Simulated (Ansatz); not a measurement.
`C[O][AlH][S][SiH3]` and `[CH3][AlH][S][SiH3]` differ in one atom or group.

Ansatz, PBE0-D4/def2-TZVP geometries, multiplicity 1. Each molecule was computed in one conformer, which needn't be the lowest.

| property | `C[O][AlH][S][SiH3]` |
| --- | --- |
| HOMO–LUMO gap (B3LYP/def2-TZVPP) / eV | 6.44 |
| HOMO energy (B3LYP/def2-TZVPP) / eV | -7.39 |
| LUMO energy (PBE0/def2-TZVPP) / eV | -0.76 |
| HOMO–LUMO gap (ωB97M-V/def2-TZVPP) / eV | 10.65 |
| HOMO energy (PBE0/def2-TZVPP) / eV | -7.65 |
| HOMO–LUMO gap (PBE/def2-TZVPP) / eV | 4.92 |

(1) What does the change do to each property? (An estimate is asked.)

Results:

(1) The calculation gave: 
```tsv
property	`[CH3][AlH][S][SiH3]`	shift
HOMO–LUMO gap (B3LYP/def2-TZVPP) / eV	6.05	-0.39
HOMO energy (B3LYP/def2-TZVPP) / eV	-7.38	0.01
LUMO energy (PBE0/def2-TZVPP) / eV	-1.14	-0.38
HOMO–LUMO gap (ωB97M-V/def2-TZVPP) / eV	10.25	-0.40
HOMO energy (PBE0/def2-TZVPP) / eV	-7.63	0.02
HOMO–LUMO gap (PBE/def2-TZVPP) / eV	4.58	-0.34
```

B3LYP here is the variant with VWN-RPA as its local correlation; programs differ in this.
